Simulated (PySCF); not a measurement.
cyclohexanone (C₆H₁₀O), singlet, at a GFN2-xTB geometry. Base run: DF-CAMB3LYP/def2-SV(P) (PySCF).

PySCF was given this input:
```python
from pyscf import gto, scf, dft

mol = gto.Mole()
mol.atom = '''
    O     2.25319886    0.38747361   -0.15059007
    C     1.11141593    0.21481818    0.19248471
    C     0.10583456    1.33600325    0.31546258
    C    -1.14762441    1.02516163   -0.50667753
    C    -1.74025140   -0.31820921   -0.09700492
    C    -0.71145930   -1.42655699   -0.28893100
    C     0.54707611   -1.14425040    0.53574342
    H    -0.16716421    1.43383899    1.36918106
    H     0.56339300    2.27052471   -0.01264100
    H    -1.88087258    1.82167185   -0.36534325
    H    -0.88337911    0.99815491   -1.56614608
    H    -2.62673309   -0.52931101   -0.69820774
    H    -2.04747157   -0.27979996    0.95085283
    H    -1.13173332   -2.38929918    0.00864923
    H    -0.44034152   -1.49219443   -1.34496861
    H     1.30660714   -1.90714075    0.35839349
    H     0.29215540   -1.14803285    1.59848700
'''
mol.basis = 'def2-sv(p)'
mol.verbose = 4
mol.build()

mf = dft.RKS(mol)
mf.xc = 'camb3lyp'
mf = mf.density_fit(auxbasis='def2-universal-jkfit')
mf.kernel()
mf.analyze()
```

The base run was repeated with changes; each row names its change, and settings that it needs were set with it.

```tsv
change	basis functions	E (Eh)	HOMO (eV)	HOMO-LUMO gap (eV)	dipole (D)	core-seconds (rough)
base	118	-309.47535	-8.24	9.25	3.04	10
basis = STO-3G	45	-305.84487	-5.37	9.73	1.86	6
basis = 6-31G	83	-309.63039	-8.10	9.23	3.31	8
basis = 3-21G	83	-308.02440	-7.82	9.32	2.86	8
basis = LANL2DZ	83	-309.66910	-8.23	9.30	3.59	9
basis = 6-31+G*	146	-309.72988	-8.40	8.88	3.52	10
basis = 6-31G**	148	-309.73017	-8.04	9.32	3.07	10
basis = cc-pVDZ	148	-309.73480	-8.12	9.23	2.98	10
basis = pcseg-1	148	-309.66874	-8.39	9.21	3.26	20
basis = def2-SVP	148	-309.49747	-8.23	9.25	3.06	20
basis = def2-SVPD	223	-309.51980	-8.48	9.06	3.49	20
basis = 6-311++G**	224	-309.81320	-8.44	8.58	3.50	20
basis = aug-cc-pVDZ	251	-309.75916	-8.39	8.49	3.45	20
```

Totals compare only among sets that treat the same electrons; sets with core potentials leave the core out.
